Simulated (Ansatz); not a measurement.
Geometry optimisation, Ansatz, RKS r2SCAN/def2-SVP.

The input (input.yaml):

```yaml
crystal:
  periodic: [false, false, false]
  atoms:
    - { symbol: O, position_ang: [-1.1133, 0.1458, -2.1669] }
    - { symbol: B, position_ang: [0.0857, 0.4396, -1.4708] }
    - { symbol: S, position_ang: [0.9107, -0.9555, -0.547] }
    - { symbol: C, position_ang: [0.1645, -0.6226, 1.045] }
    - { symbol: O, position_ang: [0.5021, 0.5865, 1.5682] }
    - { symbol: H, position_ang: [-1.8692, 0.3969, -1.5134] }
    - { symbol: H, position_ang: [-0.77864, 0.06061, -3.09472] }
    - { symbol: H, position_ang: [-0.9706, -0.602, 0.8871] }
    - { symbol: H, position_ang: [0.3248, -1.4397, 1.802] }
    - { symbol: H, position_ang: [1.4491, 0.4774, 1.8827] }
basis:
  gaussian: { orbitals: def2-SVP }
hamiltonian:
  xc: r2scan
relax:
  f_tol: 0.02
  max_steps: 50
```

Launched with:

```bash
$ ansatz run input.yaml --threads 2 --pin off --max-ram 3072MiB --backend cpu --events-out ev --progress --plain --runs-dir out
```

Where does it end, and by what steps?

It converged. After 21 steps the energy has fallen by 3.019 eV; H6 moved furthest, 1.48 Å.

```csv
step,energy less start (eV),largest force component (eV/Å),accepted
0,0.0000,2.774,yes
1,-0.6786,2.059,yes
2,-1.0982,2.347,yes
3,-1.5147,2.943,yes
4,-1.9588,2.132,yes
5,-2.2668,0.720,yes
6,-2.4073,0.417,yes
7,-2.4482,0.442,yes
8,-2.4981,0.473,yes
9,-2.5459,0.527,yes
10,-2.6063,0.544,yes
11,-2.6918,0.413,yes
12,-2.7932,0.678,yes
13,-2.8973,1.176,yes
14,-2.9717,0.626,yes
15,-3.0027,0.275,yes
16,-2.9522,1.582,no
17,-3.0164,0.192,yes
18,-3.0146,0.171,no
19,-3.0184,0.053,yes
20,-3.0185,0.055,yes
21,-3.0187,0.006,yes
```

```xyz
10
Properties=species:S:1:pos:R:3
O -0.786 0.332 -1.538
B 0.488 -0.400 -2.067
S 1.175 -1.211 -0.547
C 0.016 -0.861 0.850
O -0.335 0.539 0.904
H -0.773 0.643 -0.552
H -1.104 0.984 -2.177
H -0.936 -1.393 0.707
H 0.464 -1.181 1.805
H 0.495 1.035 1.006
```

Whether the end is a true minimum wasn't checked by a vibrational analysis.

The run took 71 s on 2 threads of Intel(R) Xeon(R) Platinum 8259CL CPU @ 2.50GHz (Skylake/Cascade Lake), with other jobs on the host, peak memory 0.19 GiB.
